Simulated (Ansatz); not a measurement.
Bond stretch in CH (cation, charge +1), singlet.

Methods: RHF/cc-pVTZ (Ansatz, a quantum-chemistry and plane-wave program); RMP2 = MP2 on RHF/cc-pVTZ, frozen core (Ansatz); UHF/cc-pVTZ (Ansatz); UMP2 = MP2 on UHF/cc-pVTZ, frozen core (Ansatz); RKS-BLYP = restricted BLYP/cc-pVTZ run with Ansatz; UKS-BLYP = unrestricted BLYP/cc-pVTZ (Ansatz); RKS-CAM-B3LYP = restricted CAM-B3LYP/cc-pVTZ run with Ansatz; UKS-CAM-B3LYP = unrestricted CAM-B3LYP/cc-pVTZ (Ansatz); RKS-PBE = restricted PBE/cc-pVTZ run with Ansatz; UKS-PBE = unrestricted PBE/cc-pVTZ run with Ansatz; FCI = full CI/cc-pVTZ, frozen core run with Ansatz.

All curves are set to zero at 1.14 Å and compared with full CI in the same basis at 1.14, 1.18, 1.19, 1.28, 1.33, 1.42, 1.54, 1.73, 1.88, 2.05, 2.30, 2.48, 2.85, 3.09, 3.45, 3.97, 4.50 Å.

Problem. Which method stays most parallel to full CI over these points, and which least?

Solution. UKS-CAM-B3LYP has the smallest spread and RHF the largest. In order (kcal/mol): UKS-CAM-B3LYP 8.34, RKS-BLYP 13.76, RKS-PBE 16.58, UMP2 21.50, UKS-PBE 22.15, UKS-BLYP 22.71, UHF 29.38, RMP2 31.68, RKS-CAM-B3LYP 43.12, RHF 74.21.

Errors against full CI at some of the points (kcal/mol):

```json
[
 {"method": "UKS-CAM-B3LYP", "1.42 Å": "-0.2", "1.73 Å": "0.7", "2.30 Å": "-2.5", "2.85 Å": "-6.7", "4.50 Å": "-4.0"},
 {"method": "RKS-BLYP", "1.42 Å": "-2.9", "1.73 Å": "-4.9", "2.30 Å": "-3.3", "2.85 Å": "2.0", "4.50 Å": "8.6"},
 {"method": "RKS-PBE", "1.42 Å": "-3.4", "1.73 Å": "-5.1", "2.30 Å": "-2.3", "2.85 Å": "4.0", "4.50 Å": "11.4"},
 {"method": "UMP2", "1.42 Å": "2.4", "1.73 Å": "11.7", "2.30 Å": "2.8", "2.85 Å": "-5.1", "4.50 Å": "-7.5"},
 {"method": "UKS-PBE", "1.42 Å": "-3.2", "1.73 Å": "-5.9", "2.30 Å": "-10.3", "2.85 Å": "-17.6", "4.50 Å": "-22.1"},
 {"method": "UKS-BLYP", "1.42 Å": "-2.8", "1.73 Å": "-5.7", "2.30 Å": "-10.9", "2.85 Å": "-17.8", "4.50 Å": "-22.7"},
 {"method": "UHF", "1.42 Å": "5.0", "1.73 Å": "10.1", "2.30 Å": "-7.4", "2.85 Å": "-16.3", "4.50 Å": "-19.3"},
 {"method": "RMP2", "1.42 Å": "2.0", "1.73 Å": "5.7", "2.30 Å": "15.2", "2.85 Å": "24.8", "4.50 Å": "28.8"},
 {"method": "RKS-CAM-B3LYP", "1.42 Å": "-0.2", "1.73 Å": "1.5", "2.30 Å": "10.7", "2.85 Å": "22.8", "4.50 Å": "42.8"},
 {"method": "RHF", "1.42 Å": "4.7", "1.73 Å": "12.2", "2.30 Å": "29.8", "2.85 Å": "47.2", "4.50 Å": "74.2"}
]
```

The restricted form behind RHF, RMP2, RKS-BLYP, RKS-CAM-B3LYP, RKS-PBE keeps the bonding electrons paired and can't separate into open-shell fragments. The T1 diagnostic of CCSD on the restricted reference of RMP2 exceeds 0.045 at 2.30 to 4.50 Å. The unrestricted determinant behind UHF, UMP2 is spin-contaminated at 0.86 to 4.50 Å (<S²> up to 1.1, against 0.00 for a pure singlet). The unrestricted determinant behind UKS-BLYP, UKS-CAM-B3LYP, UKS-PBE is spin-contaminated at 0.86 to 4.50 Å (<S²> up to 1.0, against 0.00 for a pure singlet).
